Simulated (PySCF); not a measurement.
Vertical excitations of a molecule C4H4ClF from PySCF with TDDFT-PBE0/def2-SVPD, as energy in eV (oscillator strength): 5.20 (0.001), 5.33 (0.000), 6.12 (0.012), 6.84 (0.097), 6.86 (0.080), 7.05 (0.645), 7.28 (0.050), 7.43 (0.044), 7.58 (0.002), 7.92 (0.001). Lowest triplet (TDA): 4.03 eV. Geometry optimised at B3LYP-D3(BJ)/def2-SVP. Other conformers were not sampled.

Task: Which structure fits?
A) CC=C=C(F)Cl
B) CC(Cl)=C=CF
C) F/C=C\C=C/Cl
D) F[C@H]1C=C(Cl)C1

Result: B, CC(Cl)=C=CF
